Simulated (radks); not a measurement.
Task: These are the eigenvalues of the occupied orbitals of an atom or ion with whole-number occupations (hartree). All-electron calculation, scalar-relativistic Kohn-Sham, LDA (Slater exchange, Perdew-Wang correlation), spin-unpolarised, spherical densities, point nucleus. Program: a radial shooting solver on a logarithmic mesh with Libxc functionals.

1s: -520.7970
2s: -69.71886
2p: -61.85372
3s: -10.94954
3p: -8.44418
3d: -4.28109
4s: -1.98356
4p: -1.40565
5d: -0.28090

Which element is it, and in what charge state? The configuration may be excited.

Result: Z = 36, krypton, charge +2: Kr2+ in [Ar] 3d10 4s2 4p3 5d1. The list shows which subshells hold electrons but not how many an open one holds; the 1s level, -520.8 hartree, gives Z - s = 32.3 by -(Z - s)^2/2, which with screening and relativity narrows Z to a few neighbours, and the depths of the outer levels then fix element, charge and occupations together.
